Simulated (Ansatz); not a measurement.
Molecule: HgCl, net charge 1, singlet state. SMILES: [Cl][Hg+]
Coordinates optimised at B3LYP-D3(BJ)/def2-TZVP (Ansatz, a quantum-chemistry and plane-wave program):
```
Hg
Cl 1 2.2708
```
Charge +1, spin multiplicity 1.

Problem. Give the harmonic wavenumbers at B3LYP-D3(BJ)/def2-TZVP (Ansatz, finite differences of forces, unscaled).

Solution. 355 cm⁻¹. Zero-point energy 0.5 kcal/mol.

Problem. From these and the geometry, give the ideal-gas thermochemistry at 298.15 K and 1 atm (rigid rotor, harmonic oscillator).

Solution. Point group C∞v, rotational symmetry number 1. Rotational constants 3.253, 3.253 GHz. S(trans) 42.28, S(rot) 17.00, S(vib) 1.15, S(elec, spin only) 0.00, S 60.4 cal/(mol K). H(298) - H(0) 2.30 kcal/mol; G - E(el) -15.2 kcal/mol.
